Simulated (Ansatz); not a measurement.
These are PBE0-D3(BJ)/def2-TZVP run with Ansatz (a first-principles code) values and carry that method's errors. No frequencies were computed at this level.

Ansatz 0.2 input:
```yaml
crystal:
  periodic: [false, false, false]
  atoms:
    - { symbol: C, position_ang: [2.526008, -0.183384, -0.047883] }
    - { symbol: Si, position_ang: [0.761699, -0.055231, -0.01774] }
    - { symbol: Si, position_ang: [-1.176559, 1.278527, 0.026292] }
    - { symbol: Si, position_ang: [-1.348775, -1.095242, 0.022253] }
    - { symbol: H, position_ang: [3.174747, 0.679916, -0.054792] }
    - { symbol: H, position_ang: [3.043099, -1.131386, -0.058569] }
    - { symbol: H, position_ang: [-1.626216, 2.105961, -1.114393] }
    - { symbol: H, position_ang: [-1.576513, 2.105841, 1.185314] }
    - { symbol: H, position_ang: [-1.914197, -1.845805, -1.120053] }
    - { symbol: H, position_ang: [-1.863293, -1.859197, 1.17957] }
basis:
  gaussian: { orbitals: def2-tzvp }
hamiltonian:
  xc: pbe0
  dispersion: d3bj
relax:
  max_steps: 150
```

Output:

```
Functional definition: PBE0
1248 factors; their error is unknown
mean field evaluation 1: about -24745.6879 eV, gradient 5.8e1 eV
mean field evaluation 2: about -24719.8520 eV, gradient 9.2e1 eV
mean field evaluation 4: about -24754.4194 eV, gradient 7.1e0 eV
mean field evaluation 8: about -24754.5812 eV, gradient 2.6e-1 eV
mean field evaluation 16: about -24754.6758 eV, gradient 1.8e-4 eV
mean field -24754.67581841 eV, -909.7175570046 hartree, gradient 2.1e-5 eV, S^2 0.000000; 0 other end points of the search recorded, 0 dependent functions left out
reference -24754.67585516 eV, -909.7175583553 hartree; 27, 27 occupied and 151, 151 virtual orbitals, 1248 factors
relax step   1: F+E_penalty+E_count = -24754.91913248 eV  Δ(F+E_penalty+E_count) = +0.000e0 eV  max|allowed force component| = 1.588e0 eV/Å  Δτ_max = 0.0000 Å  (29 SCF iters, accepted)
these checks for a lower state are left out or cut short: starts, cluster_reference, orbital_swaps, neighbouring_geometries, increment
1248 factors; their error is unknown
mean field -24754.83469806 eV, -909.7233957240 hartree, gradient 2.4e-5 eV, S^2 0.000000; 0 other end points of the search recorded, 0 dependent functions left out
reference -24754.83473505 eV, -909.7233970836 hartree; 27, 27 occupied and 151, 151 virtual orbitals, 1248 factors
relax step   2: F+E_penalty+E_count = -24755.08283479 eV  Δ(F+E_penalty+E_count) = -1.637e-1 eV  max|allowed force component| = 6.672e-1 eV/Å  Δτ_max = 0.1522 Å  (32 SCF iters, accepted)
these checks for a lower state are left out or cut short: starts, cluster_reference, orbital_swaps, neighbouring_geometries, increment
1248 factors; their error is unknown
mean field evaluation 32: about -24754.7372 eV, gradient 8.4e-6 eV
mean field -24754.73719807 eV, -909.7198126656 hartree, gradient 8.4e-6 eV, S^2 0.000000; 0 other end points of the search recorded, 0 dependent functions left out
reference -24754.73723440 eV, -909.7198140008 hartree; 27, 27 occupied and 151, 151 virtual orbitals, 1248 factors
relax step   3: F+E_penalty+E_count = -24754.98617057 eV  Δ(F+E_penalty+E_count) = +9.666e-2 eV  max|allowed force component| = 1.181e0 eV/Å  Δτ_max = 0.1579 Å  (32 SCF iters, rejected (line search))
these checks for a lower state are left out or cut short: starts, cluster_reference, orbital_swaps, neighbouring_geometries, increment
1248 factors; their error is unknown
mean field -24754.83416186 eV, -909.7233760193 hartree, gradient 1.3e-5 eV, S^2 0.000000; 0 other end points of the search recorded, 0 dependent functions left out
reference -24754.83419853 eV, -909.7233773669 hartree; 27, 27 occupied and 151, 151 virtual orbitals, 1248 factors
relax step   4: F+E_penalty+E_count = -24755.08281702 eV  Δ(F+E_penalty+E_count) = +1.777e-5 eV  max|allowed force component| = 1.420e-1 eV/Å  Δτ_max = 0.0488 Å  (32 SCF iters, rejected (line search))
these checks for a lower state are left out or cut short: starts, cluster_reference, orbital_swaps, neighbouring_geometries, increment
1248 factors; their error is unknown
mean field -24754.84883476 eV, -909.7239152383 hartree, gradient 1.5e-5 eV, S^2 0.000000; 0 other end points of the search recorded, 0 dependent functions left out
reference -24754.84887163 eV, -909.7239165930 hartree; 27, 27 occupied and 151, 151 virtual orbitals, 1248 factors
relax step   5: F+E_penalty+E_count = -24755.09775934 eV  Δ(F+E_penalty+E_count) = -1.492e-2 eV  max|allowed force component| = 2.104e-2 eV/Å  Δτ_max = 0.0235 Å  (33 SCF iters, accepted)
these checks for a lower state are left out or cut short: starts, cluster_reference, orbital_swaps, neighbouring_geometries, increment
1248 factors; their error is unknown
mean field -24754.84887494 eV, -909.7239167147 hartree, gradient 9.8e-6 eV, S^2 0.000000; 0 other end points of the search recorded, 0 dependent functions left out
reference -24754.84891182 eV, -909.7239180700 hartree; 27, 27 occupied and 151, 151 virtual orbitals, 1248 factors
relax step   6: F+E_penalty+E_count = -24755.09777224 eV  Δ(F+E_penalty+E_count) = -1.290e-5 eV  max|allowed force component| = 1.270e-2 eV/Å  Δτ_max = 0.0075 Å  (34 SCF iters, accepted)
these checks for a lower state are left out or cut short: starts, cluster_reference, orbital_swaps, neighbouring_geometries, increment
1248 factors; their error is unknown
mean field -24754.84891988 eV, -909.7239183665 hartree, gradient 1.0e-5 eV, S^2 0.000000; 0 other end points of the search recorded, 0 dependent functions left out
reference -24754.84895676 eV, -909.7239197217 hartree; 27, 27 occupied and 151, 151 virtual orbitals, 1248 factors
relax step   7: F+E_penalty+E_count = -24755.09782035 eV  Δ(F+E_penalty+E_count) = -4.811e-5 eV  max|allowed force component| = 5.878e-3 eV/Å  Δτ_max = 0.0086 Å  (33 SCF iters, accepted)
1248 factors; their error is unknown
mean field evaluation 64: about -24722.6299 eV, gradient 9.0e1 eV
mean field -24754.84891988 eV, -909.7239183665 hartree, gradient 2.3e-5 eV, S^2 0.000000; 1 other end points of the search recorded, 0 dependent functions left out
reference -24754.84895676 eV, -909.7239197217 hartree; 27, 27 occupied and 151, 151 virtual orbitals, 1248 factors
Total energy: -24755.09785723 eV, -909.7330666453 hartree
Atom 0 at     2.436060    -0.176847    -0.044978 Å, force     0.004120     0.000234    -0.005878 eV/Å
Atom 1 at     0.729759    -0.052947    -0.015084 Å, force    -0.000531    -0.000025    -0.003012 eV/Å
Atom 2 at    -1.144801     1.273528     0.025434 Å, force    -0.000680    -0.001723    -0.000235 eV/Å
Atom 3 at    -1.316771    -1.094837     0.021344 Å, force    -0.000347     0.001828     0.004601 eV/Å
Atom 4 at     3.073196     0.700399    -0.057760 Å, force    -0.001115    -0.002431     0.005550 eV/Å
Atom 5 at     2.939821    -1.136924    -0.055317 Å, force    -0.000615     0.002076    -0.000549 eV/Å
Atom 6 at    -1.567359     2.010599    -1.193980 Å, force     0.000042     0.001387    -0.001363 eV/Å
Atom 7 at    -1.517265     2.006597     1.263526 Å, force    -0.000430    -0.000900     0.000506 eV/Å
Atom 8 at    -1.841503    -1.759046    -1.200330 Å, force     0.001986    -0.000533    -0.000810 eV/Å
Atom 9 at    -1.791137    -1.770521     1.257145 Å, force    -0.002430     0.000087     0.001190 eV/Å
Dipole moment:    -0.116185     0.008440     0.001791 e Å
```

Cost: roughly 50 core-seconds.
